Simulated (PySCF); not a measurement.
Input file for PySCF: R-HF/3-21G on H4 (a complex).

```python
from pyscf import gto, scf, dft, mp
from pyscf.data.elements import chemcore

mol = gto.M(
    atom='''
    H     0.01918998    0.21921854   -0.28211616
    H     0.18702023   -0.10958982   -0.92801742
    H    -0.22628332    0.23400342    3.00453646
    H     0.02007311   -0.34363215    2.60559713
    ''',
    basis='3-21g',
    charge=0, spin=0, verbose=3, max_memory=1800)
mf = scf.RHF(mol)
mf.conv_tol = 1e-8
mf.max_cycle = 100
mf.kernel()
if not mf.converged:
    mf = mf.newton().run(mf.mo_coeff, mf.mo_occ)
```

Output:

```
converged SCF energy = -2.24577793675704
```

Self-consistency was reached.

Cost: very roughly 0.07 core-seconds.
